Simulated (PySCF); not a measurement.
## Spinor energies of Mg (magnesium, neutral)

Start: [Ne] 3s2. Calculated with PySCF 2.14 in x2c-SVPall-2c with one added diffuse shell each of s, p type (5s5p1d, 25 functions): generalised Hartree-Fock with the X2C-1e Hamiltonian and a Gaussian nucleus; one run each with spin-orbit coupling (SO) switched off, then screened by Boettger's factors. This is a chosen level, not necessarily the ground level.

```csv
spinor shell,electrons,"ε, spin-free (eV)","ε, screened SO (eV)",weight of nominal j (screened SO),"rms radius, screened SO (bohr)"
1s1/2,2,-1335.2,-1335.2,1.000,0.151
2s1/2,2,-102.59,-102.59,1.000,0.756
2p1/2,2,-61.866,-62.077,1.000,0.772
3s1/2,2,-6.851,-6.851,1.000,3.55
```

Problem. Where does 2p3/2 lie, and what is the 2p spin-orbit splitting (screened SO)?

Solution. At -61.761 eV, 0.316 eV above 2p1/2.

```
   quantity   spin-free  screened SO
E (hartree)  -199.83886   -199.83890
        M_J           0            0
       ⟨J²⟩       0.000        0.000
       ⟨L²⟩       0.000        0.000
       ⟨S²⟩       0.000        0.000
```

Without spin-orbit coupling the j labels of p, d and f shells carry no meaning; the spin-free column gives the mean over the occupied spinors of each nl shell.
